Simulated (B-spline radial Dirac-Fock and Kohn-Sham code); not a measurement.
## The L2-M45M45 Auger spectrum of Ge⁴⁺

System: Ge⁴⁺, configuration [Ar] 3d10.

Model: Dirac-Fock (average of configuration) total-energy differences with a finite nucleus, the Breit interaction including its frequency dependence, and self-energy and vacuum-polarisation corrections. Program: a radial B-spline solver. The two-hole levels come from diagonalising the Coulomb interaction among the jj configurations; intensities are independent-particle Coulomb rates. Kinetic energies are from the vacuum level. Correlation and solid-state effects are left out.

| kinetic energy (eV) | J | leading jj holes (weight) | leading LS term (weight) |
| --- | --- | --- | --- |
| 1096.7 | 0 | M5M5 (0.53) | ¹S0 (0.99) |
| 1103.8 | 4 | M4M5 (0.84) | ¹G4 (1.00) |
| 1104.7 | 0 | M4M4 (0.53) | ³P0 (0.99) |
| 1104.8 | 1 | M4M5 (1.00) | ³P1 (1.00) |
| 1104.8 | 2 | M4M5 (0.69) | ³P2 (0.76) |
| 1105.6 | 2 | M5M5 (0.79) | ¹D2 (0.74) |
| 1108.1 | 2 | M4M4 (0.55) | ³F2 (0.98) |
| 1108.4 | 3 | M4M5 (1.00) | ³F3 (1.00) |
| 1108.9 | 4 | M5M5 (0.84) | ³F4 (1.00) |

The intensity is shared as follows: 1103.8 eV 63.7 %, 1105.6 eV 9.3 %, 1108.4 eV 8.5 %, 1108.9 eV 5.7 %, 1108.1 eV 5.3 %, 1104.8 eV 4.3 %, 1096.7 eV 1.8 %, 1104.8 eV 1.0 %, 1104.7 eV 0.3 %.

The strongest line, by its leading LS label ¹G4, lies at 1103.8 eV. The mean weight of the leading component is 0.75 in jj and 0.94 in LS coupling, so LS labels describe these levels better.

Values without a named source are computed, but for edge energies of neutral atoms, which are taken from tables.
